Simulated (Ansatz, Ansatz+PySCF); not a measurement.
| atom | x (Å) | y (Å) | z (Å) |
| --- | --- | --- | --- |
| Li | 0.0154 | -0.0476 | -1.2971 |
| Be | -0.0259 | -0.0061 | 1.3405 |

Basis set: def2-SVP (spherical functions). All electrons are correlated. Correlation on ROHF uses semicanonical orbitals with singles. Charge 0, multiplicity 2.

Computed with Ansatz (development build ahead of 0.2.0); each method stands on the lowest determinant of its kind that the runs found.

(1) Give the atomization energy at this shape (free ground-state atoms in the same class of orbitals less the molecule, no zero-point energy) of doublet BeLi by UHF-CCSD(T), UHF-MP2, ROHF-MP2, ROHF, UHF.

Results:

(1)

| method | atomization energy |
| --- | --- |
| UHF-CCSD(T) | 1.03 kcal/mol |
| UHF-MP2 | 4.35 kcal/mol |
| ROHF-MP2 | 0.94 kcal/mol |
| ROHF | 0.63 kcal/mol |
| UHF | 3.66 kcal/mol |

Caution for UHF-CCSD(T), UHF: a free atom is spin contaminated. Caution for UHF-CCSD(T), UHF-MP2, UHF: the unrestricted determinant is spin contaminated.
